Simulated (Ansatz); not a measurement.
**Ligand exchange: C2HBrF2 + GeH2(CH3)Cl → C2HClF2 + GeH2(CH3)Br**

Gas-phase species: C2HBrF2 `F/C=C(\F)Br`, singlet; GeH2(CH3)Cl, singlet; C2HClF2 `F/C=C(\F)Cl`, singlet; GeH2(CH3)Br, singlet. The partners trade Br for Cl: C–Br and Ge–Cl bonds give way to C–Cl and Ge–Br.

Shapes, held fixed at every level: PBE0-D4/def2-TZVP. Programs: Ansatz 0.2.0. Electronic energies: no zero-point or thermal term.

(1) Estimate ΔE of this reaction.

## Answers

(1) The highest level, CCSD(T)/def2-TZVPP, gives ΔE = -4.6 kJ/mol; the levels span -9.9 to -4.6. The column of differences is taken from that level and isn't an error. No measured value is set beside it here. Relativity is left out for Br, Ge. Outer-core shells of Br, Ge are correlated, in sets that cover them unevenly.

```
               level                   kind  ΔE (kJ/mol)  less CCSD(T)/def2-TZVPP
       HF/def2-TZVPP           Hartree–Fock         -9.9                     -5.3
   PBE-D4/def2-TZVPP                    GGA         -7.9                     -3.3
r2SCAN-D4/def2-TZVPP               meta-GGA         -8.1                     -3.5
 B3LYP-D4/def2-TZVPP          global hybrid         -6.6                     -2.0
   B2PLYP/def2-TZVPP          double hybrid         -6.1                     -1.5
     CCSD/def2-TZVPP  coupled cluster or CI         -5.1                     -0.5
  CCSD(T)/def2-TZVPP  coupled cluster or CI         -4.6                      0.0
```
